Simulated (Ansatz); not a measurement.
Sn(CF3)4 (SnC4F12), relaxed as a singlet with RKS r2SCAN-D4/def2-SVP in Ansatz, starting from the GFN2-xTB geometry. Force threshold 0.03 eV/Å.

In the def2 sets Sn takes a core potential; there is no spin–orbit coupling.

Start:

```xyz
17

Sn   -0.004   -0.007   -0.005
C    -0.029   -2.099    1.152
F    -1.240   -2.648    1.113
F     0.307   -1.933    2.428
F     0.830   -2.954    0.607
C     2.178    0.390   -0.892
F     3.116   -0.018   -0.041
F     2.364    1.686   -1.120
F     2.352   -0.260   -2.039
C    -0.555    1.744    1.523
F    -1.439    1.328    2.424
F    -1.078    2.786    0.883
F     0.529    2.161    2.171
C    -1.597   -0.040   -1.786
F    -1.714   -1.262   -2.297
F    -1.225    0.781   -2.764
F    -2.796    0.345   -1.358
```

(1) Estimate the energy that the relaxation releases and the steps that it takes.

(2) Does the start keep its bonding?

(3) Predict the relaxed structure.

Results:

(1) 13.7 kcal/mol, in 14 steps; 2 min on 4 threads of Arm Neoverse V1 on a shared host. The force fell under the threshold at step 11, but the optimiser went on. No frequencies were taken in this run, so the end may be a saddle point.

(2) By distances, no bond broke or formed. The bond that changes most is Sn1–C2, from 2.39 to 2.21 Å (atoms count from 1).

(3) 
```xyz
17

Sn    0.0006    0.0008    0.0003
C    -0.0302   -1.9281    1.0708
F    -1.2810   -2.2593    1.4286
F     0.7158   -1.8729    2.1853
F     0.4527   -2.9153    0.3002
C     2.0165    0.3586   -0.8216
F     2.9560    0.2179    0.1263
F     2.1195    1.5997   -1.3221
F     2.2943   -0.5075   -1.8086
C    -0.5239    1.6220    1.4019
F    -1.6647    1.3449    2.0525
F    -0.6915    2.7850    0.7533
F     0.4407    1.7972    2.3186
C    -1.4619   -0.0517   -1.6508
F    -1.2780   -1.1354   -2.4215
F    -1.3465    1.0334   -2.4321
F    -2.7186   -0.0894   -1.1810
```
Bond lengths: 12 × C–F 1.34 Å; 4 × C–Sn 2.21 Å.
